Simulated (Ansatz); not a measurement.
ClF2Sc, SMILES `[F][Sc]([F])[Cl]`. Charge 0, multiplicity 1.

| atom | x (Å) | y (Å) | z (Å) |
| --- | --- | --- | --- |
| F1 | 0.751 | 1.586 | -0.674 |
| Sc2 | 0.019 | 0.082 | 0.057 |
| F3 | -0.364 | 0.108 | 1.841 |
| Cl4 | -0.406 | -1.776 | -1.224 |

(1) List the harmonic frequencies (cm⁻¹, unscaled) at PBE0-D4/def2-TZVP in Ansatz. (Estimate.)

(2) Is this a minimum?

(3) Give the ideal-gas thermochemistry at 298.15 K and 1 bar (rigid rotor, harmonic oscillator; point group C2v, symmetry number 2).

(4) And at 400, 500, 600, 800 and 1000 K?

(5) Rotational constants (cm⁻¹)?

Results:

(1) The calculation gave: 83, 122, 162, 422, 689, 735.

(2) Yes, all 6 modes are real.

(3) Zero-point energy 13.2 kJ/mol; H(298) − E = 30.0 kJ/mol; entropy 321.3 J/(mol·K), of which translation 168.4, rotation 107.3, vibration 45.5; G(298) − E = -65.8 kJ/mol. Modes under 100 cm⁻¹ are hindered rotations or soft bends, so the harmonic entropy is rough.

(4) 
```csv
T (K),H − E (kJ/mol),S (J/mol/K),G − E (kJ/mol)
400,37.3,342.5,-99.7
500,44.9,359.5,-134.8
600,52.7,373.7,-171.5
800,68.7,396.6,-248.6
1000,84.9,414.7,-329.8
```

(5) 0.1819, 0.0829, 0.05695.
